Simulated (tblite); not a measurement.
Species: C7H11OP.
SMILES with atom numbers: `[CH:1]#[C:2][CH2:3][P:4]([CH2:5][CH3:6])[C:7]([CH3:8])=[O:9]` (hydrogens: H10 on C1; H11, H12 on C3; H13, H14 on C5; H15, H16, H17 on C6; H18, H19, H20 on C8)

Structure used (GFN2-xTB), in Å, numbered top down from 1:
```xyz
20
C7H11OP angstrom
C      3.2556   -1.6687    0.1679
C      2.1053   -1.5912   -0.1558
C      0.7197   -1.4696   -0.5343
P     -0.1127   -0.1730    0.5495
C      0.7393    1.3130   -0.1637
C      0.2796    2.5960    0.5172
C     -1.6699   -0.1296   -0.4983
C     -2.6688   -1.1902   -0.1402
O     -1.8447    0.7083   -1.3437
H      4.2647   -1.7538    0.4408
H      0.2127   -2.4272   -0.3863
H      0.6386   -1.1719   -1.5853
H      0.5294    1.3587   -1.2369
H      1.8135    1.1644   -0.0164
H      0.4551    2.5482    1.5906
H     -0.7837    2.7532    0.3474
H      0.8197    3.4517    0.1163
H     -3.2196   -0.8331    0.7306
H     -2.1687   -2.1145    0.1420
H     -3.3704   -1.3600   -0.9540
```

Method: GFN2-xTB as coded in tblite; computed harmonic values from a numerical Hessian at the method's own geometry, unscaled. Errors from tens to a few hundred cm⁻¹ against measured bands are possible. One conformer, not necessarily the lowest.

Harmonic wavenumbers (cm⁻¹): 43.5, 49.0, 60.3, 76.4, 104.2, 150.0, 175.1, 186.1, 236.9, 284.8, 301.3, 326.5, 387.0, 448.2, 498.9, 617.2, 626.1, 638.4, 688.0, 727.6, 753.8, 815.4, 943.1, 976.3, 1001.2, 1006.6, 1018.1, 1075.0, 1099.8, 1104.6, 1174.2, 1223.6, 1254.8, 1360.2, 1392.3, 1405.3, 1426.3, 1438.4, 1443.8, 1494.8, 1500.1, 1749.5, 2283.5, 2912.0, 2931.3, 2938.9, 2943.9, 3000.6, 3021.2, 3021.7, 3024.1, 3033.1, 3036.2, 3399.1.

A = 1763, B = 1018, C = 732.7 MHz; mass 142.055 u (most abundant isotopes); point group C1, symmetry number 1.

Problem. Zero-point energy?

Solution. Half the sum of the wavenumbers: 34414 cm⁻¹ = 411.68 kJ/mol.

Problem. Entropy at 298.15 K, 1 bar (ideal gas, RRHO, classical rotation)?

Solution. Translation 170.67, rotation 125.02, vibration 170.50: S = 466.2 J/(mol K).

Problem. And Cp and H(298.15 K) − H(0)?

Solution. Cp = 185.88 J/(mol K), of which vibrations give 152.62 (their classical limit is 54 R = 449.0); H(298.15 K) − H(0) = 35.10 kJ/mol without the zero-point energy, 25.19 from vibrations.

Problem. How do the functions run with temperature in this model?

Solution. 
```
T (K)  S (J/(mol K))  Cp (J/(mol K))  H − H(0) (kJ/mol)  G − H(0) (kJ/mol)  ln q(vib)
  100          318.0            98.8               6.69             -25.11       3.01
  200          400.8           144.1              18.90             -61.27       6.88
  300          467.3           186.6              35.45            -104.76      10.41
  500          580.8           259.9              80.48            -209.91      16.86
  800          719.9           331.7             170.13            -405.80      25.50
 1000          797.6           364.0             239.86            -557.71      30.67
```

q(vib) and H(0) count from the zero-point level.

Problem. Blend soft modes into free rotors: weight 1/[1 + (100 cm⁻¹/ν̃)⁴] for the oscillator and the rest for a rotor with moment μB/(μ + B), μ = h/(8π²ν), B = 10⁻⁴⁴ kg m². What vibrational entropy results?

Solution. 151.80 J/(mol K) in place of 170.50, which changes −T·S at 298.15 K by +5.58 kJ/mol.

Hindered rotation and anharmonicity are outside this model. Other conformers, if any are populated, would add a mixing term that is left out. The structure is chiral; the term R ln 2 for an equal mix with its mirror image is left out.
